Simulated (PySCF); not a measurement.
Match the calculated data to a structure.

All candidates are C8H8O2.

- Rotational structure: rotational constants A, B, C: 2.692, 1.214, 1.131 GHz [PBE0-D3(BJ)/def2-SVP]
- Dipole: 1.70 D [PBE0/def2-SVPD]
- UV, first state: lowest singlet excitation: 4.99 eV (248 nm, f = 0.000) [TDDFT PBE0/def2-SVPD]
- Polarisability: 88.7 au [PBE0/def2-SVPD]
- UV, strongest line: among the 6 lowest singlet transitions: S3 at 5.74 eV (216 nm, f = 0.012) [TDDFT PBE0/def2-SVPD]

Gas-phase values; electronic properties from PySCF, density fitting. Levels stand in brackets. Geometry: PBE0-D3(BJ)/def2-SVP, one conformer, isolated molecule.

**Question.** Which candidate is it?
A. `O=C(O)[C@H]1[C@H]2C=C[C@@H]1C=C2`
B. `C#C/C=C/C(=O)C(=C)OC`
C. `COC(=O)c1ccccc1`

**Answer.** A. It is `O=C(O)[C@H]1[C@H]2C=C[C@@H]1C=C2`. Numbering: `[O:1]=[C:2]([OH:3])[C@H:4]1[C@H:5]2[CH:6]=[CH:7][C@@H:8]1[CH:9]=[CH:10]2`. Its formula, C8H8O2, gives 5 degrees of unsaturation: 2 rings and 3 π bonds in the structure found. S1 is mainly HOMO→LUMO (weight 0.98); the largest Löwdin shares of the orbital it empties are 0.21 on each of 3 atoms of one kind (alkene CH carbon) and 0.20 on an alkene CH carbon, of the orbital it fills 0.17 on each of 3 atoms of one kind (alkene CH carbon) and 0.16 on an alkene CH carbon. The optimised geometry has point group C1 and is an asymmetric top.

The others, at the same levels:
- `COC(=O)c1ccccc1` fails: its computed static isotropic polarisability is 100.7 au (against 88.7 au), rotational constant A is 3.536 GHz (against 2.692 GHz) and smallest rotational constant is 0.686 GHz (against 1.131 GHz).
- `C#C/C=C/C(=O)C(=C)OC` fails: its computed lowest singlet excitation is 3.26 eV (380 nm, f = 0.000) (against 4.99 eV), static isotropic polarisability is 115.3 au (against 88.7 au) and smallest rotational constant is 0.528 GHz (against 1.131 GHz).

Each candidate is one conformer, not necessarily the lowest. Dipoles, sizes and rotational constants follow the conformer. The torsions of the flexible species, by atom-mapped SMILES:
- `[CH3:1][O:2][C:3](=[O:4])[c:5]1[cH:6][cH:7][cH:8][cH:9][cH:10]1`: C1–O2–C3–O4 0°, O2–C3–C5–C6 180°
- `[CH:1]#[C:2]/[CH:3]=[CH:4]/[C:5](=[O:6])[C:7](=[CH2:8])[O:9][CH3:10]`: C3–C4–C5–O6 -1°, C4–C5–C7–C8 179°, C5–C7–O9–C10 179°

The conformers of `O=C(O)[C@H]1[C@H]2C=C[C@@H]1C=C2` aren't listed.
